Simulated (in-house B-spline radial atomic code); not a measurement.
Configurations of the lead ion Pb²⁺, with energies counted from [Xe] 4f14 5d10 6s2. Method: Dirac-Hartree-Fock, average of configuration, Fermi nucleus of rms radius 5.5012 fm. Calculated with an all-electron radial atomic-structure program (B-spline basis). Energies include first-order Breit, QED and recoil terms.

Occupations are held fixed; configurations that lie above the ionisation limit could autoionise.

```
                      configuration  E - E(ref) (eV)  highest orbital  its <r> (bohr)
             [Xe] 4f14 5d10 6s1 6d1           18.084            6d5/2            4.45
             [Xe] 4f14 5d10 5f1 6s1            21.83            5f5/2           5.491
             [Xe] 4f14 5d10 6s1 6g1           26.379            6g7/2           14.64
             [Xe] 4f14 5d10 6s1 8f1           27.175            8f5/2            21.3
[Kr] 4d10 4f14 5s2 5p5 5d10 6s2 7d1           112.08            7d5/2           8.185
[Kr] 4d10 4f14 5s2 5p5 5d10 6s2 9f1           116.87            9f5/2           28.11
             [Xe] 4f13 5d10 6s2 9p1           159.77            9p3/2           15.08
             [Xe] 4f13 5d10 6s2 7g1           161.32            7g7/2           21.12
 [Kr] 4d9 4f14 5s2 5p6 5d10 6s2 7s1           437.64            7s1/2           4.825
 [Kr] 4d9 4f14 5s2 5p6 5d10 6s2 9p1           446.75            9p3/2           15.08
[Kr] 4d9 4f14 5s2 5p6 5d10 6s2 10p1           447.91           10p3/2           21.14
```

Problem. Order these further configurations by energy, lowest first.
A. [Kr] 4d10 4f14 5s2 5p5 5d10 5f1 6s2
B. [Kr] 4d10 4f14 5s2 5p5 5d10 6s2 10s1
C. [Kr] 4d10 4f14 5s2 5p5 5d10 6s2 10f1
D. [Xe] 4f14 5d9 5g1 6s2
E. [Xe] 4f13 5d10 6s2 10s1

Solution. D (39.217 eV), A (110.81 eV), B (115.61 eV), C (117.3 eV), E (160.53 eV).

Problem. How far above the reference does [Xe] 4f14 5d9 6s2 6p1 lie?

Solution. 21.406 eV; its least bound orbital is 6p3/2 with <r> = 2.769 bohr.

Problem. How far above the reference does [Xe] 4f14 5d10 6s1 9d1 lie?

Solution. 26.701 eV; its least bound orbital is 9d5/2 with <r> = 19.03 bohr.

Problem. How far above the reference does [Xe] 4f13 5d10 6s2 9d1 lie?

Solution. 160.69 eV; its least bound orbital is 9d5/2 with <r> = 18.75 bohr.
